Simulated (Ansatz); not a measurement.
An input meant for (H2Ga-mu-OH)2 (Ga₂O₂H₆) (charge 0, singlet; with a point charge).

```yaml
crystal:
  periodic: [false, false, false]
  atoms:
    - {symbol: Ga, position_ang: [-0.700332, -1.197578, 0.666520]}
    - {symbol: H, position_ang: [0.233604, -2.207890, 1.436647]}
    - {symbol: H, position_ang: [-2.266520, -1.266631, 0.498474]}
    - {symbol: O, position_ang: [-0.139176, 0.653630, 1.027073]}
    - {symbol: Ga, position_ang: [0.698892, 1.198031, -0.667063]}
    - {symbol: H, position_ang: [-0.237266, 2.206938, -1.436272]}
    - {symbol: H, position_ang: [2.265213, 1.269290, -0.500835]}
    - {symbol: O, position_ang: [0.139245, -0.653648, -1.026902]}
    - {symbol: H, position_ang: [-0.246738, 1.169022, 1.840203]}
    - {symbol: H, position_ang: [0.253059, -1.171164, -1.837836]}
basis:
  gaussian: {orbitals: def2-mTZVP, point_charges: [{charge: 0.50, position_ang: [4.869, -0.832, -0.322]}]}
hamiltonian: {xc: {name: HF}}
correlation: {method: mp2, frozen_orbitals: {Ga: 0}}
scf: {omitted_lower_state_checks: [starts]}
output: {forces: true}
```

```sh
$ ansatz run in.yaml --threads 2 --pin off --events-out ev --progress --plain --max-ram 4352MiB
```

Shortened log:

```
Functional definition: HF
Error: "frozen_orbitals" has no count for H
```

**Question.** What is wrong with this run?

**Answer.** Frozen orbitals are typed for one element alone, and the program wants a count for each (the count typed has to fit that element's core, too). The input was rejected before any iteration.
